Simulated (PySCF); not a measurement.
Atoms are numbered as in `[CH:1]#[C:2][Si@H:3]1[C@H:4]([C:5]#[N:6])[C@@H:7]1[F:8]`; H(Xn) means a hydrogen on atom n.

Theoretical values (PySCF 2.14): PBE0/pcSseg-1 with gauge-including orbitals, GFN2-xTB structure. Relativity neglected, single conformer, in vacuum.

Referencing at the same level of theory: TMS for 13C and 1H and 29Si; 15N vs NH3; CFCl3 for 19F.

| atoms | nucleus | count | Hirshfeld charge | δ (ppm) |
| --- | --- | --- | --- | --- |
| C4 | 13C | 1 | -0.10 | 6.6 |
| C1 | 13C | 1 | -0.06 | 105.6 |
| C5 | 13C | 1 | 0.06 | 119.4 |
| N6 | 15N | 1 | -0.23 | 302.8 |
| H(C7) | 1H | 1 | 0.06 | ? |
| F8 | 19F | 1 | -0.10 | -259.5 |
| H(Si3) | 1H | 1 | -0.02 | 4.08 |
| C7 | 13C | 1 | -0.02 | ? |
| H(C1) | 1H | 1 | 0.11 | ? |
| C2 | 13C | 1 | -0.15 | ? |
| H(C4) | 1H | 1 | 0.07 | 1.87 |
| Si3 | 29Si | 1 | 0.39 | -131.0 |

Question: Fill in the missing shifts.

Answer: 
- C2: 81.3 ppm, alkyne carbon; sp carbons lie upfield of alkene carbons because the cylindrical π system leaves one tensor component strongly shielded
- C7: 80.7 ppm, three-membered-ring carbon; pulled downfield by the heteroatom
- H(C7): 5.39 ppm, hydrogen on a three-membered-ring carbon; its carbon carries F, hence the downfield position
- H(C1): 1.86 ppm, hydrogen on a terminal alkyne carbon; it lies on the axis of the triple bond, in its shielding cone

Shifts are as computed. Against solution values, carbons near 30 ppm lie about +3 ppm off and those near 130 ppm about +5 ppm. Of 1309 compounds with measured shifts, 239 miss one by over three times the rms of a fit or turn the order of signals round; such compounds aren't used in these exercises. Unscaled 19F shifts against computed CFCl3 carry errors that often reach 10 to 50 ppm. Experimental scales use liquid or dissolved standards, which lie at an offset from isolated NH3 (liquid NH3: subtract about 20 ppm). Unscaled 15N shifts of sp2 nitrogen come out 20 to 40 ppm too high even then.
